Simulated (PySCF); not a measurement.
## Do core-level shifts follow atomic charges?

C5H15NOSi.
SMILES with atom numbers: `[CH3:1][CH2:2][NH:3][SiH2:4][O:5][CH:6]([CH3:7])[CH3:8]`

Binding energies: delta-SCF UKS SCAN, pcX-2 on the ionised atom, pcseg-1 elsewhere, spin-free X2C (PySCF 2.14.0). Charges: PBE0/pcSseg-1 ground-state density, for the ionised atom.

```tsv
atom	environment	C 1s (eV)	Mulliken (e)	IAO (e)	Hirshfeld (e)	ESP (e)
C7	methyl carbon	290.39	-0.232	-0.413	-0.123	-0.648
C1	methyl carbon	290.54	-0.288	-0.415	-0.120	-0.518
C2	sp3 carbon bound to nitrogen	291.49	-0.053	-0.126	-0.015	+0.371
C6	sp3 carbon bound to oxygen	291.96	-0.026	+0.116	+0.052	+0.663
```

Task: Give the correlation coefficient and slope of binding energy on charge for each scheme.

Result: ESP: r = 1.00, slope 1.2 eV per e; Hirshfeld: r = 1.00, slope 8.7 eV per e; IAO: r = 0.99, slope 2.9 eV per e; Mulliken: r = 0.95, slope 5.5 eV per e. On 4 points no scheme stands out.

Task: The point-charge model writes a binding energy as kq + V + constant, with V the potential of the other atoms' charges at the site. What does it give with the IAO charges?

Result: V = Σ 14.40 eV Å × q/r over all other atoms: +4.74 eV at C7, +4.63 eV at C1, -0.76 eV at C2, -4.86 eV at C6. Fitting binding energy − V to q gives k = 21.0 eV per e and leaves an rms residual of 0.23 eV, against 0.11 eV for the fit on q alone. The model has no term for differences in relaxation between sites.

One conformer (not necessarily the lowest) at the PBE0-D3(BJ)/def2-SVP geometry, without solvent, vibrations or thermal averaging.

Shape of the structure used: `[CH3:1][CH2:2][NH:3][SiH2:4][O:5][CH:6]([CH3:7])[CH3:8]`: C1–C2–N3–Si4 -137°, C2–N3–Si4–O5 -85°, N3–Si4–O5–C6 -154°, Si4–O5–C6–C7 152°.
